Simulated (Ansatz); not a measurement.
```yaml
atoms:
  - { symbol: Si, position_ang: [0.0000, 0.0000, 0.0000] }
  - { symbol: O, position_ang: [0.0000, 0.0000, 2.2650] }
```

Basis set: pcseg-2 (spherical functions). Charge 0, multiplicity 1.

Computed with Ansatz (development build ahead of 0.2.0); each method stands on the lowest determinant of its kind that the runs found.

The atomization energy at this shape (free ground-state atoms in the same class of orbitals less the molecule, no zero-point energy) of singlet SiO:

| method | atomization energy |
| --- | --- |
| RHF | -165.6 kJ/mol |

(1) What does UHF give?

## Answers

(1) 66.7 kJ/mol. Caution for UHF: the unrestricted determinant is a mixture of spin states. Caution for RHF: an unrestricted determinant lies well below; the molecule lies well above its atoms at this level.

The shape needn't be a minimum at these levels.
